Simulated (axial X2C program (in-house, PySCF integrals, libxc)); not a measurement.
**Which molecule has these constants?**

Computed with an in-house relativistic program for diatomic molecules, spin-free (one-electron X2C) or two-component (2c: spin–orbit coupling with atomic mean-field Coulomb and Gaunt terms, which also bring small scalar terms), in Dyall basis sets with cores contracted in-house; open shells are unrestricted.

A two-component CCSD(T) calculation in a Dyall 3-zeta basis gave Re = 2.656 Å, ωe = 139.4 cm⁻¹, De = 0.11 eV, Ω = 3/2.

Question: Which molecule is it?
A. NaN⁺
B. NaAs⁺
C. NaP⁺

Answer: A. The others have NaAs⁺ 3.138 Å and 110.9 cm⁻¹ (Ω = 3/2); NaP⁺ 3.052 Å and 128.7 cm⁻¹ (Ω = 3/2).

Frozen shells (counts by l): NaN⁺ Na 1s, N 1s, 13 electrons correlated; NaAs⁺ As 3s2p1d, Na 1s, 13 electrons correlated; NaP⁺ P 2s1p, Na 1s, 13 electrons correlated. Coupled cluster in natural virtuals with an MP2 remainder. Where the outer core of a metal is frozen, bonds come out longer and ionisation energies lower.

Each entry is the lowest single determinant of a limited PBE0 search at one distance. De goes to single-determinant-based atoms at the same level (for ions the charge split of lowest energy) and is withheld (n/a) where an atom does not fit its ground term or J level. Main or longest-lived isotopes. One determinant is a doubtful description, or other states lie close, for NaN⁺, NaAs⁺, NaP⁺; these need not be ground states, and all values refer to the states named. With several unpaired electrons the Ω given is that of one determinant, not necessarily of the lowest component.
